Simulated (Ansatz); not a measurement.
Total energies of C₂H₁₀AlFOSi, SMILES `[CH3][Al-]([CH3])([F])[OH+][SiH3]`.

```xyz
16

C     1.5274   -0.2344   -1.6712
Al   -0.1482   -0.2417   -0.6644
C    -1.7369    0.7121   -1.2871
F    -0.4559   -1.6653    0.2228
O     0.2824    0.5358    1.0863
Si    0.1447   -0.4938    2.4483
H     1.4195   -0.7537   -2.6294
H     2.3388   -0.7302   -1.1294
H     1.8624    0.7817   -1.9080
H    -2.5483    0.6897   -0.5530
H    -2.1299    0.2737   -2.2107
H    -1.5249    1.7635   -1.5116
H     0.5630    1.4388    1.2466
H    -1.2535   -0.9102    2.6455
H     0.5409    0.4290    3.5479
H     1.1185   -1.5950    2.3674
```

Charge 0, multiplicity 1. The geometry is a stationary point of PBE0-D4/def2-TZVP. It is one conformer, not always the lowest. Basis def2-TZVPP, the Gaussian-basis code of Ansatz.

RPA on PBE orbitals: Hartree–Fock energy of these orbitals -786.92769 Eh, correlation -1.78561 Eh (frozen core).

```tsv
functional	energy without D4 (Eh)	D4 term (kJ/mol)
LDA (SPW92)	-785.31018	–
BLYP	-789.42152	-69.6
r2SCAN	-789.32269	-8.7
B97M-V	-789.31674	–
PBE0	-788.98267	-28.0
r2SCAN0	-789.28545	-10.2
HSE06 (plane-wave form)	-788.95659	-26.3
CAM-B3LYP	-789.42643	-28.7
LC-ωPBE	-789.19116	–
ωB97X-V	-789.33865	–
```

Give the same for PBE, revPBE, B3LYP, r2SCANh, BHLYP, ωB97M-V, B2PLYP, PBE-QIDH. (An estimate is asked.)

The calculation gave: 
```tsv
functional	energy without D4 (Eh)	D4 term (kJ/mol)
PBE	-788.90686	-32.6
revPBE	-789.28877	-92.6
B3LYP	-789.56155	-52.0
r2SCANh	-789.30725	-9.3
BHLYP	-789.38513	-41.0
ωB97M-V	-789.36156	–
B2PLYP	-789.08764	–
PBE-QIDH	-788.78751	–
```

B3LYP takes the VWN-RPA correlation (the form of Gaussian; ORCA's B3LYP/G). HSE06 is the plane-wave form, built on full-range PBE exchange. The double hybrids freeze the cores in their second-order part.

LC-ωPBE has ω = 0.4 bohr⁻¹.
